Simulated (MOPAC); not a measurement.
MOPAC input (PM7):

```
PM7 1SCF UHF MS=0.5 GEO-OK AUX(PRECISION=9) THREADS=1
CH7Si2

C    -2.05168200 1   -0.25241100 1    0.18857400 1
Si   -0.48792400 1    0.71209200 1   -0.24319100 1
Si    1.49334800 1   -0.48826700 1    0.04738700 1
H    -2.08202100 1   -0.47571900 1    1.25866100 1
H    -2.94477300 1    0.32283600 1   -0.06061700 1
H    -2.09001100 1   -1.19657700 1   -0.35626100 1
H    -0.46426300 1    2.01402400 1    0.48013500 1
H     2.64921600 1    0.34566500 1   -0.36184000 1
H     1.70887700 1   -0.92568100 1    1.45335300 1
H     1.45712800 1   -1.70363200 1   -0.80362100 1
```

From the output:

```
                                                       MOPAC v23.2.5 Linux

          FINAL HEAT OF FORMATION =         24.27791 KCAL/MOL =     101.57878 KJ/MOL

          COSMO AREA              =        132.22 SQUARE ANGSTROMS
          COSMO VOLUME            =        126.37 CUBIC ANGSTROMS

          IONIZATION POTENTIAL    =          9.353778 EV
          ALPHA SOMO LUMO (EV)    =         -9.354  0.546
          BETA  SOMO LUMO (EV)    =        -10.662 -0.652
          NO. OF ALPHA ELECTRONS  =         10
          NO. OF BETA  ELECTRONS  =          9
          MOLECULAR WEIGHT        =         75.2373         POINT GROUP:  C1

          MOLECULAR DIMENSIONS (Angstroms)

            Atom       Atom       Distance
            H     8    H     5     5.60214
            H     7    H    10     3.90770
           Si     2    H     9     2.22436

          SCF CALCULATIONS        =          1

   ATOM   CHEMICAL          X               Y               Z
  NUMBER   SYMBOL      (ANGSTROMS)     (ANGSTROMS)     (ANGSTROMS)

     1       C         -2.05168200  *  -0.25241100  *   0.18857400  *
     2      Si         -0.48792400  *   0.71209200  *  -0.24319100  *
     3      Si          1.49334800  *  -0.48826700  *   0.04738700  *
     4       H         -2.08202100  *  -0.47571900  *   1.25866100  *
     5       H         -2.94477300  *   0.32283600  *  -0.06061700  *
     6       H         -2.09001100  *  -1.19657700  *  -0.35626100  *
     7       H         -0.46426300  *   2.01402400  *   0.48013500  *
     8       H          2.64921600  *   0.34566500  *  -0.36184000  *
     9       H          1.70887700  *  -0.92568100  *   1.45335300  *
    10       H          1.45712800  *  -1.70363200  *  -0.80362100  *

                             CARTESIAN COORDINATES

   1    C       -2.051682000    -0.252411000     0.188574000
   2   Si       -0.487924000     0.712092000    -0.243191000
   3   Si        1.493348000    -0.488267000     0.047387000
   4    H       -2.082021000    -0.475719000     1.258661000
   5    H       -2.944773000     0.322836000    -0.060617000
   6    H       -2.090011000    -1.196577000    -0.356261000
   7    H       -0.464263000     2.014024000     0.480135000
   8    H        2.649216000     0.345665000    -0.361840000
   9    H        1.708877000    -0.925681000     1.453353000
  10    H        1.457128000    -1.703632000    -0.803621000

           Empirical Formula: C H7 Si2  =    10 atoms

      MOLECULAR POINT GROUP   :   C1

          ALPHA EIGENVALUES
 -25.39638 -18.80022 -14.71279 -14.14189 -13.98065 -12.50987 -12.45588 -11.78983
 -10.71815  -9.35378   0.54611   1.91535   2.46717   2.59692   5.36793   5.74756
   5.78500   6.98984   8.03015  18.90859  19.25666  20.07999  20.28464  20.66703
  21.75552  22.03990  22.25256  22.88241  23.39133

           BETA EIGENVALUES
 -25.36515 -18.73735 -14.67756 -14.05265 -13.85889 -12.49879 -12.40782 -11.78028
 -10.66202  -0.65163   0.59617   1.97219   2.51927   2.61415   5.59684   5.76792
   5.79452   6.99955   8.13328  19.10787  19.34642  20.25589  20.41530  20.73889
  21.91331  22.21544  22.39218  23.01842  23.48481

              NET ATOMIC CHARGES AND DIPOLE CONTRIBUTIONS

  ATOM NO.   TYPE          CHARGE      No. of ELECS.   s-Pop       p-Pop       d-Pop
    1          C          -0.614126        4.6141     1.04397     3.57016
    2         Si           0.034595        3.9654     0.90184     2.95103     0.11254
    3         Si          -0.037546        4.0375     0.92399     3.02119     0.09237
    4          H           0.171982        0.8280     0.82802
    5          H           0.169984        0.8300     0.83002
    6          H           0.168131        0.8319     0.83187
    7          H           0.046805        0.9532     0.95320
    8          H           0.020577        0.9794     0.97942
    9          H           0.019423        0.9806     0.98058
   10          H           0.020175        0.9798     0.97982
 DIPOLE           X         Y         Z       TOTAL
 POINT-CHG.     0.348     0.091     0.227     0.425
 HYBRID        -0.882    -0.280    -0.469     1.037
 SUM           -0.534    -0.189    -0.242     0.616

          ATOMIC ORBITAL ELECTRON POPULATIONS

     Atom    s        px        py        pz      x^2-y^2     xz        z^2       yz        xy
    1  C   1.04397   1.20145   1.18977   1.17894
    2 Si   0.90184   0.92755   1.00800   1.01548   0.03492   0.01497   0.01176   0.01957   0.03132
    3 Si   0.92399   1.00343   1.00717   1.01058   0.01439   0.00737   0.02377   0.02346   0.02338
    4  H   0.82802
    5  H   0.83002
    6  H   0.83187
    7  H   0.95320
    8  H   0.97942
    9  H   0.98058
   10  H   0.97982

                    (SZ)    =    0.500000
                    (S**2)  =    0.750955

          ATOMIC ORBITAL SPIN POPULATIONS

    Atom   Total    s     px     py     pz   x^2-y^2  xz     z^2    yz     xy
         Atomic
    1  C -0.0074 -0.001 -0.003 -0.003 -0.000
    2 Si  1.0156  0.080  0.021  0.058  0.858  0.000 -0.000 -0.000 -0.001 -0.000
    3 Si -0.0240 -0.003 -0.013 -0.007 -0.006  0.000  0.002  0.000  0.001  0.000
    4  H  0.0102  0.010
    5  H  0.0029  0.003
    6  H  0.0016  0.002
    7  H -0.0118 -0.012
    8  H  0.0025  0.003
    9  H  0.0068  0.007
   10  H  0.0035  0.004

 **********************
 *                    *
 * JOB ENDED NORMALLY *
 *                    *
 **********************

 == MOPAC DONE ==
```

The geometry given is a B3LYP-D3(BJ)/def2-TZVP minimum.
